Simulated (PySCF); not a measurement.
Mn: excitation energy

Mn [Ar] 3d5 4s2 (6S) → Mn [Ar] 3d5 4s1 4p1 (8P), as a difference of total energies. Computed with PySCF 2.14 in aug-cc-pVTZ (8s7p5d3f2g, 93 functions), with no relativity, point nucleus. Correlated levels: valence: [Ar] frozen. The calculations carry no spin-orbit coupling.

```csv
method,excitation energy (eV)
UHF,1.082
MP2 (valence),1.911
SCS-MP2 (valence),2.249
CCSD (valence),2.073
CCSD(T) (valence),2.144
```

**Question.** How much does correlation contribute at CCSD(T) (valence)?

**Answer.** 2.144 − (1.082) = 1.062 eV, measured against UHF.

These non-relativistic numbers lack the scalar-relativistic shift.

Errors of the correlated levels include the incompleteness of this basis and the frozen core.

For comparison: 2.303 eV (measured; NIST levels, between the centres of gravity of the two terms).
